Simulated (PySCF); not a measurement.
C2H5BeCl, SMILES C[CH2][Be][Cl] (PBE0/def2-SVP optimised geometry):

```
9

Be    -0.827    -0.418     0.000
Cl    -2.648    -0.430    -0.014
C      0.850    -0.418     0.000
C      1.549     0.405     1.089
H      1.186    -0.077    -0.999
H      1.185    -1.472     0.056
H      1.281     0.061     2.100
H      1.280     1.472     1.034
H      2.648     0.348     1.011
```

Level of theory: PBE0/def2-TZVP (PySCF 2.14.0).

Problem. What are the frontier orbital energies and the dipole moment?

Solution. HOMO-2 -9.38 eV, HOMO-1 -9.34 eV, HOMO -8.12 eV, LUMO -0.16 eV, LUMO+1 0.07 eV; dipole moment 1.19 D.

Meta-Löwdin charges at PBE0/def2-TZVP: Be1 1.25, Cl2 -0.68, C3 -0.79, C4 -0.33, H5 0.11, H6 0.11, H7 0.11, H8 0.11, H9 0.11.
